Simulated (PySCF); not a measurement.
Dipole moment and polarisability of `C#CCn1cc(F)cc1F`

Species: C₇H₅F₂N.
Numbering: `[CH:1]#[C:2][CH2:3][n:4]1[cH:5][c:6]([F:7])[cH:8][c:9]1[F:10]` (hydrogens: H11 on C1; H12, H13 on C3; H14 on C5; H15 on C8)

Structure used (PBE0-D3(BJ)/def2-SVP), in Å, numbered top down from 1:
```xyz
15
C7H5F2N angstrom
C      0.3418    3.1155   -0.7685
C      0.7852    2.0327   -0.4631
C      1.3275    0.7247   -0.0980
N      0.3224   -0.2999    0.0715
C     -0.3348   -0.9719   -0.9458
C     -1.2582   -1.7855   -0.3399
F     -2.0864   -2.6075   -0.9669
C     -1.1922   -1.6290    1.0714
C     -0.2053   -0.6944    1.2591
F      0.2718   -0.1762    2.3740
H     -0.0583    4.0761   -1.0376
H      1.8893    0.8050    0.8448
H      2.0426    0.3896   -0.8667
H     -0.0996   -0.8063   -1.9926
H     -1.7781   -2.1357    1.8323
```

Level: B3LYP/def2-SVPD (PySCF), static field, nuclei fixed, core orbitals frozen in the response. The polarisability tensor in these axes (au):

```
x   75.93 13.88 -1.29
y   13.88 99.40 -7.37
z   -1.29 -7.37 83.18
```

Question: Diagonalise the tensor; give its mean and Δα, where Δα² is half the sum of the squared differences of the eigenvalues.

Answer: Principal values 69.19, 81.36 and 107.96 au; mean 86.17 au = 12.77 Å³ = 14.21 × 10⁻⁴⁰ C²·m²/J; Δα = 34.34 au (40 % of the mean).

Question: What is the dipole moment, and where does it point?

Answer: (1.89, 1.62, -0.43) D, 2.52 D in size, pointing from the negative to the positive side. Measured along this direction, the outermost atoms are F7 and H15 at the negative end and H11 at the positive end.

Question: Rayleigh depolarisation ratio (linearly polarised light, static tensor)?

Answer: ρ = 3Δα²/(45ᾱ² + 4Δα²) = 3537.3/(334140 + 4716.4) = 0.0104.

Question: What would n − 1 = 2πNα be for an ideal gas of these molecules at 350 K and 1 atm, electronic part alone?

Answer: N = p/kT = 2.0968 × 10¹⁹ cm⁻³, so n − 1 = 2π × N × 12.77 × 10⁻²⁴ cm³ = 1682 × 10⁻⁶ at long wavelengths.

Question: Directions of the eigenvectors, and the extent of the frame along each?

Answer: Largest value along (0.39, 0.88, -0.28), where the nuclei span 6.92 Å; middle along (0.26, 0.19, 0.95), 4.35 Å; least along (0.88, -0.44, -0.15), 3.46 Å. The response follows the extents in order.

One conformer (not necessarily the lowest) at the PBE0-D3(BJ)/def2-SVP geometry, without solvent, vibrations or thermal averaging.

The run behind these numbers computed excited states as well. Cost: about 80 s of CPU time on one thread; the machine was shared, so the figure is rough.
